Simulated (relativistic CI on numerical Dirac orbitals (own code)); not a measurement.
## d1 to d9 in one octahedral field

Computed with a parametric ligand-field model without spin-orbit coupling, by exact diagonalisation: B = 640, C = 2960, 10Dq = 25700 cm⁻¹ (Oh; |10Dq|/B = 40.2) for every shell. Energies in cm⁻¹; the field energy is (0.6 n_e − 0.4 n_t2) × 10Dq of the ground term; g labels are left out.

| Shell | Ground term | Electrons in e | Field energy | First spin-allowed bands | Lowest term of other spin |
| --- | --- | --- | --- | --- | --- |
| d1 | 2T2 | 0.000 | -10280 | 2E 25700 |  |
| d2 | 3T1 | 0.014 | -20193 | 3T2 24242, 3T1 32384 | 1T2 10027 |
| d3 | 4A2 | 0.000 | -30840 | 4T2 25700, 4T1 32666 | 2E 13833 |
| d4 | 3T1 | 0.024 | -40504 | 3E 23000, 3T1 23763 | 5E 7899 |
| d5 | 2T2 | 0.044 | -50280 | 2A2 22175, 2T1 22391 | 4T1 11974 |
| d6 | 1A1 | 0.034 | -60802 | 1T1 23669, 1T2 32421 | 3T1 17393 |
| d7 | 2E | 1.024 | -45648 | 2T1 23506, 2T2 24218 | 4T1 11676 |
| d8 | 3A2 | 2.000 | -30840 | 3T2 25700, 3T1 32666 | 1E 10946 |
| d9 | 2E | 3.000 | -15420 | 2T2 25700 |  |

Low spin: d4, d5, d6, d7; the other shells keep the spin of the free ion. Only d4 to d7 can choose; the field needed to pair spins is smallest for d6 and largest for d5, which loses most exchange energy. In the strong-field picture 10Dq must exceed about 6B + 5C = 18640 (d4), 7.5B + 5C = 19600 (d5), 2.5B + 4C = 13440 (d6) and 4B + 4C = 14400 (d7); mixing of terms shifts these bounds somewhat.
